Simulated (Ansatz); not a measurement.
Ansatz (a program for electronic structure) input (revPBE/def2-TZVPD):

Ansatz 0.2 input:
```yaml
crystal:
  periodic: [false, false, false]
  atoms:
    - {symbol: Si, position_ang: [0.42026260, 0.05614427, -0.04957853]}
    - {symbol: C, position_ang: [-0.27068517, -1.26762061, -1.20238152]}
    - {symbol: C, position_ang: [-0.54858250, 1.65418182, -0.20549828]}
    - {symbol: O, position_ang: [0.23866081, -0.40043861, 1.54397354]}
    - {symbol: H, position_ang: [-0.18789263, -0.95033217, -2.24398020]}
    - {symbol: H, position_ang: [-1.32830473, -1.44105302, -0.97784580]}
    - {symbol: H, position_ang: [0.26053407, -2.21540135, -1.09881642]}
    - {symbol: H, position_ang: [-1.59784046, 1.47725409, 0.05158237]}
    - {symbol: H, position_ang: [-0.50397059, 2.03727031, -1.22655507]}
    - {symbol: H, position_ang: [-0.15840661, 2.41968653, 0.46599374]}
    - {symbol: H, position_ang: [0.63852415, -1.22930246, 1.81921125]}
basis:
  gaussian:
    orbitals: def2-TZVPD
hamiltonian:
  xc: {name: revPBE}
magnetization: {spin_polarized: true, initial_magnetization: 1}
output: {forces: true}
```

Output:

```
Functional definition: revPBE
integrals: 0.13 GiB planned
1164 factors; their error is unknown
0.33 GiB of the device are held for the grids
1.16 GiB of device memory are held for the factors and their scratch space
mean field: 1.21 GiB planned
mean field evaluation 1: about -12092.4822 eV, gradient 7.0e1 eV
mean field evaluation 2: about -12036.1366 eV, gradient 1.2e2 eV
mean field evaluation 4: about -12112.0378 eV, gradient 1.1e1 eV
mean field evaluation 8: about -12112.5130 eV, gradient 2.3e-1 eV
mean field evaluation 16: about -12112.4785 eV, gradient 1.9e-4 eV
mean field -12112.47854033 eV, -445.1253762244 hartree, gradient 2.2e-5 eV, S^2 0.751955; 0 other end points of the search recorded, 0 dependent functions left out
the calculation of the forces begins
reference -12112.47861593 eV, -445.1253790027 hartree; 21, 20 occupied and 199, 200 virtual orbitals, 1164 factors
Total energy: -12112.47861593 eV, -445.1253790027 hartree
Atom 0 at     0.420263     0.056144    -0.049579 Å, force     0.222847     0.056228    -0.356674 eV/Å
Atom 1 at    -0.270685    -1.267621    -1.202382 Å, force     0.051070     0.032915     0.015262 eV/Å
Atom 2 at    -0.548582     1.654182    -0.205498 Å, force     0.047928    -0.026799     0.015561 eV/Å
Atom 3 at     0.238661    -0.400439     1.543974 Å, force    -0.231512     0.257839     0.462468 eV/Å
Atom 4 at    -0.187893    -0.950332    -2.243980 Å, force     0.023731     0.075684    -0.287345 eV/Å
Atom 5 at    -1.328305    -1.441053    -0.977846 Å, force    -0.286505    -0.052494     0.054310 eV/Å
Atom 6 at     0.260534    -2.215401    -1.098816 Å, force     0.144579    -0.256889     0.019554 eV/Å
Atom 7 at    -1.597840     1.477254     0.051582 Å, force    -0.288475    -0.035426     0.066627 eV/Å
Atom 8 at    -0.503971     2.037270    -1.226555 Å, force     0.015514     0.106898    -0.268210 eV/Å
Atom 9 at    -0.158407     2.419687     0.465994 Å, force     0.104461     0.219347     0.176899 eV/Å
Atom 10 at     0.638524    -1.229302     1.819211 Å, force     0.196363    -0.377304     0.101548 eV/Å
Dipole moment:    -0.040288    -0.192871    -0.107620 e Å
```

It need not be the lowest isomer of its formula.
